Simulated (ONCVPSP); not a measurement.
## Before and after: ONCV potential for tellurium

ONCVPSP 4.0.1 input, shortened (lines: element, Z, core and valence counts, functional; n l f; lmax; l rc ep ncon nbas qcut; lloc lpopt rc5 dvloc0; l nproj debl; icmod fcfact rcfact), PBE, scalar-relativistic:

```
  Te 52.00    6    5        4      upf
    1    0    2.00
    2    0    2.00
    2    1    6.00
    3    0    2.00
    3    1    6.00
    3    2   10.00
    4    0    2.00
    4    1    6.00
    4    2   10.00
    5    0    2.00
    5    1    2.00
    2
    0    1.10    0.00    4    8    8.40
    1    1.45    0.00    4    7   12.00
    2    1.15    0.00    4    8   16.00
    4    1    0.80   -1.00
    0    2    3.80
    1    2    2.90
    2    2    1.80
    3    4.50    1.65
```

In the d channel the program set the typed energies aside and used -2.241, 0.250 Ha.

Change: all radii but the core radius scaled by about 1.18 (s 1.30, p 1.72, d 1.36 bohr); local potential polynomial inside 0.94 bohr (lpopt 1, dvloc0 -1 Ha).

Cutoffs: the cutoffs (Ha) at which the residual kinetic energy of the hardest occupied pseudo-wave falls to 1 and 0.1 mHa per electron; they do not see the model core or the augmentation charge, which bear on the density cutoff. Errors are all-electron minus pseudo energies relative to the spin-unpolarised reference configuration.

Task: What does the change do?

Result: The potential gets softer (59 Ha and 140 Ha → 46 Ha and 78 Ha); the errors of the 4 common tests hardly move; neither file shows a bound ghost. A larger radius leaves more room for a smooth pseudo-wave, so fewer plane waves are needed.

| quantity | base | changed |
| --- | --- | --- |
| cutoff, loose | 59 Ha | 46 Ha |
| cutoff, tight | 140 Ha | 78 Ha |
| loose cutoff by channel | s 50 Ha, p 27 Ha, d 59 Ha | s 30 Ha, p 28 Ha, d 46 Ha |
| bound ghosts | none | none |
| GHOST(+) flags under 300 eV | s at 288.5 eV | none |
| error for 4s2 4p6 4d10 5s2 5p4, meV [ΔE -27.65 eV] | +6.4 | +6.7 |
| error for 4s2 4p6 4d10 5s2 5p3, meV [ΔE -17.93 eV] | +4.2 | +4.5 |
| error for 4s2 4p6 4d10 5s2 5p1, meV [ΔE 26.90 eV] | -6.9 | -7.3 |
| error for 4s2 4p6 4d10 5s1 5p5, meV [ΔE -18.40 eV] | +6.1 | +5.7 |
| rms error of d²Exc/dni dnj with the model core, mHa | 2.99 | 3.28 |
